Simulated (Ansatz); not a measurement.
`B1BC1` and `[SiH3]SB1BC1` differ in one atom or group.

Ansatz, PBE0-D4/def2-TZVP geometries, multiplicity 1. Each molecule was computed in one conformer, which needn't be the lowest.

```tsv
property	`B1BC1`
zero-point energy (PBE0-D4/def2-TZVP) / kJ/mol	127.1
LUMO energy (ωB97M-V/def2-TZVPP) / eV	1.30
size of the dipole moment (B3LYP/def2-TZVPP) / D	2.07
size of the dipole moment (PBE/def2-TZVPP) / D	2.13
LUMO energy (PBE0/def2-TZVPP) / eV	-0.70
HOMO energy (PBE0/def2-TZVPP) / eV	-7.50
```

(1) Give the same properties after the change, and the shifts. (Best estimate.)

## Answers

(1) The calculation gave: 
```json
{"property": "zero-point energy (PBE0-D4/def2-TZVP) / kJ/mol", "`[SiH3]SB1BC1`": "176.4", "shift": "49.3"}
{"property": "LUMO energy (ωB97M-V/def2-TZVPP) / eV", "`[SiH3]SB1BC1`": "0.40", "shift": "-0.90"}
{"property": "size of the dipole moment (B3LYP/def2-TZVPP) / D", "`[SiH3]SB1BC1`": "2.23", "shift": "0.16"}
{"property": "size of the dipole moment (PBE/def2-TZVPP) / D", "`[SiH3]SB1BC1`": "2.31", "shift": "0.18"}
{"property": "LUMO energy (PBE0/def2-TZVPP) / eV", "`[SiH3]SB1BC1`": "-1.64", "shift": "-0.94"}
{"property": "HOMO energy (PBE0/def2-TZVPP) / eV", "`[SiH3]SB1BC1`": "-7.16", "shift": "0.34"}
```

With PBE0 the HOMO rises by 0.34 eV and the LUMO falls by 0.94 eV, so the gap narrows by about 1.28 eV. PBE moves the HOMO by 0.27 eV and ωB97M-V by 0.43 eV. The zero-point energy changes by 49.3 kJ/mol with +12 modes. Dipoles are sizes alone; their direction can turn.

B3LYP here is the variant with VWN-RPA as its local correlation; programs differ in this.
